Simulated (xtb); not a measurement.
GaI₂ (SMILES [I][Ga][I]), doublet, geometry from GFN2-xTB (such geometries of metal compounds can be far from the true shape) (the spin is typed, not shown lowest); GFN2-xTB run with xtb.

Input for xtb:
```
$ xtb mol.xyz --gfn 2 --uhf 1 --opt --json

# file mol.xyz
3

Ga     0.90663725     0.40883641     0.27186944
I     -0.58581008     1.56596400    -1.54485264
I      0.05551282    -1.80509473     1.38583466
```

What the program printed (banner, timings and long lists left out):

```
   ID    Z sym.   atoms
    1   31 Ga     1
    2   53 I      2, 3

           -------------------------------------------------
          |                Calculation Setup                |
           -------------------------------------------------

           -------------------------------------------------
          |                 G F N 2 - x T B                 |
           -------------------------------------------------

          ...................................................
          :                      SETUP                      :
          :.................................................:
          :  # basis functions                  30          :
          :  # atomic orbitals                  27          :
          :  # shells                            9          :
          :  # electrons                        17          :
          :  max. iterations                   250          :
          :  Hamiltonian                  GFN2-xTB          :
          :  restarted?                      false          :
          :  GBSA solvation                  false          :
          :  PC potential                    false          :
          :  electronic temp.          300.0000000     K    :
          :  accuracy                    1.0000000          :
          :  -> integral cutoff          0.2500000E+02      :
          :  -> integral neglect         0.1000000E-07      :
          :  -> SCF convergence          0.1000000E-05 Eh   :
          :  -> wf. convergence          0.1000000E-03 e    :
          :  Broyden damping             0.4000000          :
          :  net charge                          0          :
          :  unpaired electrons                  1          :
          ...................................................

 iter      E             dE          RMSdq      gap      omega  full diag
   1     -8.9287948 -0.892879E+01  0.205E+01    4.75       0.0  T
   2     -8.9327736 -0.397881E-02  0.103E+01    4.92       1.0  T
   3     -8.9336079 -0.834310E-03  0.571E+00    4.74       1.0  T
   4     -8.9351685 -0.156061E-02  0.180E+00    4.80       1.0  T
   5     -8.9352448 -0.762361E-04  0.169E+00    4.91       1.0  T
   6     -8.9353414 -0.966610E-04  0.101E+00    4.89       1.0  T
   7     -8.9353921 -0.506414E-04  0.338E-02    4.86       1.7  T
   8     -8.9353924 -0.343546E-06  0.264E-02    4.86       2.2  T
   9     -8.9353924 -0.103510E-07  0.497E-03    4.87      11.6  T
  10     -8.9353924  0.339998E-08  0.307E-03    4.87      18.8  T
  11     -8.9353924 -0.502822E-08  0.221E-03    4.87      26.1  T
  12     -8.9353924 -0.418979E-09  0.518E-04    4.87     111.4  T
  13     -8.9353924 -0.457536E-10  0.130E-04    4.87     443.4  T

   *** convergence criteria satisfied after 13 iterations ***

         :::::::::::::::::::::::::::::::::::::::::::::::::::::
         ::                     SUMMARY                     ::
         :::::::::::::::::::::::::::::::::::::::::::::::::::::
         :: total energy              -8.929303554642 Eh    ::
         :: gradient norm              0.000004808112 Eh/a0 ::
         :: HOMO-LUMO gap              4.865186641853 eV    ::
         ::.................................................::
         :: SCC energy                -8.935392447410 Eh    ::
         :: -> isotropic ES            0.007934570274 Eh    ::
         :: -> anisotropic ES          0.003060128050 Eh    ::
         :: -> anisotropic XC         -0.011633597273 Eh    ::
         :: -> dispersion             -0.002755710847 Eh    ::
         :: repulsion energy           0.006088892768 Eh    ::
         :: add. restraining           0.000000000000 Eh    ::
         :: total charge               0.000000000000 e     ::
         :::::::::::::::::::::::::::::::::::::::::::::::::::::

      -----------------------------------------------------------
     |                   =====================                   |
     |                        A N C O P T                        |
     |                   =====================                   |
     |               Approximate Normal Coordinate               |
     |                Rational Function Optimizer                |
      -----------------------------------------------------------
      -----------------------------------------------------------
     |                   =====================                   |
     |                        A N C O P T                        |
     |                   =====================                   |
     |               Approximate Normal Coordinate               |
     |                Rational Function Optimizer                |
      -----------------------------------------------------------

          ...................................................
          :                      SETUP                      :
          :.................................................:
          :   optimization level            normal          :
          :   max. optcycles                   200          :
          :   ANC micro-cycles                  20          :
          :   degrees of freedom                 3          :
          :.................................................:
          :   RF solver                   davidson          :
          :   write xtbopt.log                true          :
          :   linear?                        false          :
          :   energy convergence         0.5000000E-05 Eh   :
          :   grad. convergence          0.1000000E-02 Eh/α :
          :   maxmium RF displ.          1.0000000          :
          :   Hlow (freq-cutoff)         0.1000000E-01      :
          :   Hmax (freq-cutoff)         5.0000000          :
          :   S6 in model hess.         20.0000000          :
          ...................................................

generating ANC from exact Hessian ...
Using Lindh-Hessian (1995)
 Shifting diagonal of input Hessian by    8.5072791274943757E-003
[...]
 * total energy  :    -8.9293036 Eh     change       -0.2575717E-12 Eh
   *** GEOMETRY OPTIMIZATION CONVERGED AFTER 1 ITERATIONS ***
[...]
          :  electronic temp.          300.0000000     K    :
          :  accuracy                    1.0000000          :
          :  -> integral cutoff          0.2500000E+02      :
          :  -> integral neglect         0.1000000E-07      :
          :  -> SCF convergence          0.1000000E-05 Eh   :
          :  -> wf. convergence          0.1000000E-03 e    :
          :  Broyden damping             0.4000000          :
          :  net charge                          0          :
          :  unpaired electrons                  1          :
          ...................................................

 iter      E             dE          RMSdq      gap      omega  full diag
   1     -8.9353924 -0.893539E+01  0.622E-07    4.87       0.0  T
   2     -8.9353924 -0.888178E-14  0.268E-07    4.87  100000.0  T
   3     -8.9353924  0.532907E-14  0.222E-07    4.87  100000.0  T

   *** convergence criteria satisfied after 3 iterations ***

         :::::::::::::::::::::::::::::::::::::::::::::::::::::
         ::                     SUMMARY                     ::
         :::::::::::::::::::::::::::::::::::::::::::::::::::::
         :: total energy              -8.929303554642 Eh    ::
         :: gradient norm              0.000004890011 Eh/a0 ::
         :: HOMO-LUMO gap              4.865190932564 eV    ::
         ::.................................................::
         :: SCC energy                -8.935392447410 Eh    ::
         :: -> isotropic ES            0.007934635723 Eh    ::
         :: -> anisotropic ES          0.003060145890 Eh    ::
         :: -> anisotropic XC         -0.011633617165 Eh    ::
         :: -> dispersion             -0.002755710945 Eh    ::
         :: repulsion energy           0.006088892768 Eh    ::
         :: add. restraining           0.000000000000 Eh    ::
         :: total charge               0.000000000000 e     ::
         :::::::::::::::::::::::::::::::::::::::::::::::::::::

           -------------------------------------------------
          |                Property Printout                |
           -------------------------------------------------

    * Orbital Energies and Occupations

         #    Occupation            Energy/Eh            Energy/eV
      -------------------------------------------------------------
         1        2.0000           -0.7572817             -20.6067
         2        2.0000           -0.7547583             -20.5380
         3        2.0000           -0.5483835             -14.9223
         4        2.0000           -0.4577293             -12.4554
         5        2.0000           -0.4458737             -12.1328
         6        2.0000           -0.4416099             -12.0168
         7        2.0000           -0.4410568             -12.0018
         8        2.0000           -0.4349143             -11.8346
         9        1.0000           -0.3898733             -10.6090 (HOMO)
        10                         -0.2110808              -5.7438 (LUMO)
        11                         -0.1562752              -4.2525
        12                         -0.1188702              -3.2346
        13                         -0.0439678              -1.1964
        14                         -0.0305319              -0.8308
        15                         -0.0238449              -0.6489
        16                         -0.0065188              -0.1774
        17                          0.0054096               0.1472
        18                          0.0064136               0.1745
        19                          0.0104414               0.2841
        20                          0.0138301               0.3763
       ...                                ...                  ...
        27                          1.7954642              48.8571
      -------------------------------------------------------------
                  HL-Gap            0.1787925 Eh            4.8652 eV
             Fermi-level           -0.3564348 Eh           -9.6991 eV

     #   Z          covCN         q      C6AA      α(0)
     1  31 Ga       1.688     0.219   215.240    33.037
     2  53 I        0.846    -0.109   379.788    33.642
     3  53 I        0.846    -0.109   379.788    33.642

 Mol. C6AA /au·bohr⁶  :       2848.909666
 Mol. C8AA /au·bohr⁸  :     276981.686520
 Mol. α(0) /au        :        100.321566

Wiberg/Mayer (AO) data.
largest (>0.10) Wiberg bond orders for each atom

 ---------------------------------------------------------------------------
     #   Z sym  total        # sym  WBO       # sym  WBO       # sym  WBO
 ---------------------------------------------------------------------------
     1  31 Ga   2.302 --     3 I    1.151     2 I    1.151
     2  53 I    1.338 --     1 Ga   1.151     3 I    0.187
     3  53 I    1.338 --     1 Ga   1.151     2 I    0.187
 ---------------------------------------------------------------------------

Topologies differ in total number of bonds
Writing topology from bond orders to xtbtopo.mol

molecular dipole:
                 x           y           z       tot (Debye)
 q only:        0.485       0.219       0.145
   full:        1.811       0.817       0.543       5.235
molecular quadrupole (traceless):
                xx          xy          yy          xz          yz          zz
 q only:        2.370       1.031      -1.542      -0.287       3.015      -0.828
  q+dip:       10.026       3.859      -6.873      -2.122      14.204      -3.153
   full:       10.696       3.736      -7.598      -2.953      16.253      -3.098

optimized geometry written to: xtbopt.xyz

           -------------------------------------------------
          | TOTAL ENERGY               -8.929303554642 Eh   |
          | GRADIENT NORM               0.000004890011 Eh/α |
          | HOMO-LUMO GAP               4.865190932564 eV   |
           -------------------------------------------------

normal termination of xtb
```
